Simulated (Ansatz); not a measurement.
Pulling the pair apart

The pair of N2 (SMILES N#N, atoms 1–2) and AsH3 (SMILES [AsH3], atoms 3–6), both closed shells, in one local arrangement (a lower one may exist), relaxed at PBE0-D4/def2-TZVP:

N1  (0.051, 0.230, -2.385)
N2  (0.713, 0.518, -3.201)
As3  (0.390, -0.079, 1.167)
H4  (0.084, -0.246, 2.649)
H5  (-0.785, 0.867, 0.974)
H6  (-0.454, -1.289, 0.798)
(Å)

AsH3 is shifted rigidly along the line between the mean atom positions of the two fragments (negative: closer). Counterpoise interaction energies in kcal/mol. Computed with Ansatz 0.2.0 (basis: def2-TZVPPD); correlated methods freeze the cores. Filled d shells of the heavier atoms are correlated. The def2 sets are not built for correlating such inner shells, so the correlated values are less sure here.

| shift (Å) | PBE0-D4 | MP2 | HF |
| --- | --- | --- | --- |
| -0.36 | -0.30 | -0.26 | 1.46 |
| -0.18 | -0.56 | -0.54 | 0.77 |
| 0.00 | -0.64 | -0.62 | 0.39 |
| 0.18 | -0.62 | -0.60 | 0.18 |
| 0.43 | -0.52 | -0.51 | 0.04 |
| 0.90 | -0.31 | -0.33 | -0.03 |
| 1.79 | -0.07 | -0.13 | -0.03 |
| 3.58 | 0.04 | -0.03 | -0.01 |

At the largest shift the D4 term itself is slightly repulsive (PBE0-D4 +2.1 meV): a quirk of that model, not of the functional.

Q: What does CCSD(T) give at these shifts? (An estimate is asked for; the value comes from the calculation.)

A: Computed: 0.03, -0.32, -0.46, -0.48, -0.42, -0.28, -0.11, -0.02 kcal/mol. For zero shift, CCSD(T) at an estimated basis limit (MP2 extrapolated from triple and quadruple zeta, plus CCSD(T) − MP2 in triple zeta) gives -0.58 kcal/mol. These are counterpoise interaction energies, counted from the two frozen fragments.

No T1 diagnostic of these runs exceeds 0.012.

For scale, one of the runs: CCSD(T)/def2-TZVPPD, 179 basis functions, launched by `ansatz run in.yaml --threads 2 --pin off --events-out ev --progress --plain --max-ram 5222MiB`. Time: 51 s of wall clock on 2 CPU threads of an Arm Neoverse V2; the host was shared. Peak host memory: 1.7 GiB.
